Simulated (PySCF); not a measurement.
Ni: interval between two levels

Ni [Ar] 3d8 4s2 [3F4, M_J = 4] → Ni [Ar] 3d7 4s2 4p1 [5G6, M_J = 6], as a difference of total energies. Computed with PySCF 2.14 in x2c-SVPall-2c with one added diffuse shell each of s, d type (6s5p4d1f, 48 functions), with the two-component X2C-1e Hamiltonian. Correlated levels: [Ne] frozen; the 6 highest virtual spinors dropped. "Screened" scales the spin-orbit matrix elements by Boettger's factors to mimic the two-electron term; Breit and QED terms are absent.

| method | interval between two levels (cm⁻¹) |
| --- | --- |
| GHF (spin-free) | 58235 |
| GMP2 (spin-free) | 70427 |
| GHF (screened spin-orbit) | 58387 |
| GMP2 (screened spin-orbit) | 70569 |

The labels give the starting determinants; with spin-orbit coupling the two ends relaxed to ⟨J²⟩ = 20.01, ⟨L²⟩ = 12.01, ⟨S²⟩ = 2.00 and ⟨J²⟩ = 42.01, ⟨L²⟩ = 20.04, ⟨S²⟩ = 6.00.
